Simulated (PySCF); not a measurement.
Compound: FH4PSiTe.
Geometry (PBE0-D3(BJ)/def2-SVP, Å), atoms numbered from 1 in this order:
```
atom  x, y, z in Å
F1     0.977   -2.035   -0.738
Si2    0.436   -0.814    0.194
P3    -1.690   -0.330   -0.373
Te4    2.080    1.042   -0.158
H5     0.443   -1.314    1.598
H6    -1.326    0.591   -1.401
H7    -1.764    0.674    0.643
H8     0.899    2.166    0.182
```

Method: PBE0-D3(BJ)/def2-SVP geometry optimisation, gas phase, def2 core potentials past Kr (PySCF 2.14.0).

Which atoms are bound to Te4, and at what distances?

2 atoms: H8 1.665 Å, Si2 2.505 Å. The nearest atom not counted as bound is F1, at 3.32 Å.

What is the shape at Te4?

Bent: angle 90.3°.

What are the other bond lengths?

F1–Si2 1.628 Å; Si2–P3 2.253 Å; Si2–H5 1.490 Å; P3–H6, P3–H7 1.429 Å.

Give some angles away from the centre.

F1–Si2–P3 109.3°, F1–Si2–Te4 104.9°, P3–Si2–Te4 115.1°.

What are the rotational constants (commonest isotopes, rigid rotor)?

A = 3775, B = 974.3, C = 812.4 MHz: an asymmetric top.

Point group: C1 (no symmetry element, even within 0.4 Å). Charge 0, singlet. Not checked by PBE0-D3(BJ)/def2-SVP frequencies.

One conformer stands for the species.
